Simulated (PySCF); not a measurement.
Hf(NH₂)₄, optimised at PBE0/def2-TZVP:

```xyz
13

N     -1.1657    -0.0082    -1.7891
Hf    -0.1349    -0.0423    -0.0175
N      0.0724    -1.9928     0.5780
N     -1.1579     1.0188     1.4072
N      1.7114     0.8131    -0.2662
H     -1.9352     0.5984    -2.0333
H     -1.0231    -0.6650    -2.5443
H      0.9112    -2.4380     0.9214
H     -0.6532    -2.6926     0.5010
H     -1.1482     2.0269     1.4836
H     -1.6863     0.6442     2.1819
H      2.1700     1.0266    -1.1402
H      2.2852     1.1608     0.4901
```

Energies from PySCF (xtb for GFN2), thermal terms from the rigid-rotor harmonic-oscillator model, ideal gas at 1 bar. All species are closed-shell singlets. Hf: scalar-relativistic def2 core potential, no spin-orbit coupling. Hf(NH₂)₄: computed as isolated molecules; such fragments, hydroxides, amides, oligomers or adducts are transient or little studied in the gas.

### Question
List the harmonic frequencies (cm⁻¹, unscaled) at this level and at the other levels, each on its own geometry.

### Answer
- PBE0/def2-TZVP: 100, 100, 135, 137, 148, 184, 184, 306, 316, 421, 426, 426, 443, 469, 469, 489, 513, 607, 607, 607, 629, 1542, 1542, 1542, 1545, 3566, 3566, 3566, 3568, 3657, 3657, 3657, 3657
- GFN2-xTB: 61, 61, 65, 97, 106, 106, 107, 151, 153, 321, 382, 389, 390, 447, 448, 448, 474, 479, 488, 488, 491, 1534, 1534, 1536, 1539, 3278, 3278, 3279, 3284, 3296, 3296, 3300, 3302
- PBE/def2-SVP: 108, 108, 132, 144, 150, 191, 191, 320, 336, 424, 424, 431, 449, 449, 456, 471, 490, 597, 599, 599, 611, 1459, 1459, 1459, 1459, 3448, 3448, 3449, 3451, 3539, 3539, 3539, 3539
